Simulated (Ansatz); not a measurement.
Reaction (cleavage of the Si–Si bond): `C[SiH2][SiH2]Cl` + `OC(F)F` → `C[SiH2]OC(F)F` + `[SiH3]Cl`

Isolated molecules relaxed with PBE0-D4/def2-TZVP in Ansatz; ΔE leaves out vibrations. CBS: MP2 limit from def2 TZ/QZ plus the TZ coupled-cluster correction, frozen cores. This one scheme is used for every species. DFT in def2-TZVPP. B3LYP here is the variant with VWN-RPA as its local correlation; programs differ in this. Each species was taken in one conformer, which may not be the lowest.

```json
{"level": "r2SCAN-D4", "ΔE (eV)": "-0.84"}
{"level": "B3LYP-D4", "ΔE (eV)": "-0.87"}
{"level": "ωB97M-V", "ΔE (eV)": "-0.93"}
{"level": "r2SCAN", "ΔE (eV)": "-0.84"}
{"level": "PBE0", "ΔE (eV)": "-0.71"}
{"level": "B3LYP", "ΔE (eV)": "-0.90"}
{"level": "CCSD(T)/def2-TZVPP", "ΔE (eV)": "-0.90"}
{"level": "CCSD/CBS(def2)", "ΔE (eV)": "-0.93"}
```

Task: What does CCSD(T)/CBS give? (Estimate.)

Result: The calculation gave: -0.89 eV. The listed levels differ from it by 0.05, 0.02, -0.04, 0.05, 0.18, -0.01, -0.01, -0.04 eV.

Largest T1 diagnostic among the species: 0.012.

In def2-TZVPP, CCSD(T) changes the Hartree–Fock value by +0.23 eV (the triples alone add +0.03 eV) and MP2 by +0.17 eV. From PBE to PBE0 (25 % exact exchange), in def2-TZVPP and without D4, ΔE moves by −0.07 eV.
